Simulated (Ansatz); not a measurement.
Input file for Cl3HSSn (`[SH][Sn]([Cl])([Cl])[Cl]`):

```yaml
crystal:
  periodic: [false, false, false]
  atoms:
    - {symbol: S, position_ang: [-0.591919, 0.582168, 1.797053]}
    - {symbol: Sn, position_ang: [0.348909, -0.165185, -0.239092]}
    - {symbol: Cl, position_ang: [2.551002, -0.684884, 0.144864]}
    - {symbol: Cl, position_ang: [-0.717790, -2.027173, -1.069883]}
    - {symbol: Cl, position_ang: [0.236952, 1.430901, -1.892907]}
    - {symbol: H, position_ang: [-1.785054, 0.800173, 1.213766]}
basis:
  gaussian: {orbitals: def2-TZVPP}
correlation: {method: ccsd_t}
output: {orbitals: {seedname: orbitals}}
```

```sh
$ ansatz run in.yaml --threads 4 --pin off --events-out ev --progress --plain --max-ram 10444MiB
```

Log, shortened:

```
Functional definition: HF
1530 factors; integrals over basis functions are off by at most 9.1e-4 eV
mean field evaluation 1: about -54153.6755 eV, gradient 2.5e1 eV
mean field evaluation 2: about -54153.9098 eV, gradient 2.6e1 eV
mean field evaluation 4: about -54155.8955 eV, gradient 2.3e0 eV
mean field evaluation 8: about -54155.9375 eV, gradient 2.2e-1 eV
mean field -54155.93778388 eV, -1990.1940053444 hartree, gradient 1.0e-5 eV, S^2 0.000000; 0 other end points of the search recorded, 0 dependent functions left out
24 core orbitals not correlated: weight in the atoms' cores, before any rotation towards them, 1.000 or more for the frozen orbitals, at most 0.000 for the correlated occupied ones
reference -54155.93778388 eV, -1990.1940053444 hartree; 21, 21 occupied and 187, 187 virtual orbitals, 1530 factors
second order -28.54664530 eV of doubles, -0.00000000 eV of singles
cycle   1  -29.19576489 eV  change   -6.5e-1 eV  update   1.1e-1
cycle   2  -29.83158196 eV  change   -6.4e-1 eV  update   3.1e-2
cycle   3  -29.95581297 eV  change   -1.2e-1 eV  update   1.6e-2
cycle   4  -29.93999816 eV  change    1.6e-2 eV  update   3.7e-3
cycle   5  -29.93797529 eV  change    2.0e-3 eV  update   1.4e-3
cycle   6  -29.93804227 eV  change   -6.7e-5 eV  update   3.7e-4
cycle   7  -29.93790054 eV  change    1.4e-4 eV  update   1.4e-4
cycle   8  -29.93791630 eV  change   -1.6e-5 eV  update   4.3e-5
perturbative correction -1.26415497 eV, -0.0464568381 hartree
Total energy: -54187.13985515 eV, -1991.3406603141 hartree
```

Hardware: 4 threads of an Arm Neoverse V2 on a shared host. Wall time 2.8 min, peak host memory 4 GiB.

Correlation energy per correlated electron: -0.743 eV. T1 diagnostic: 0.0111.
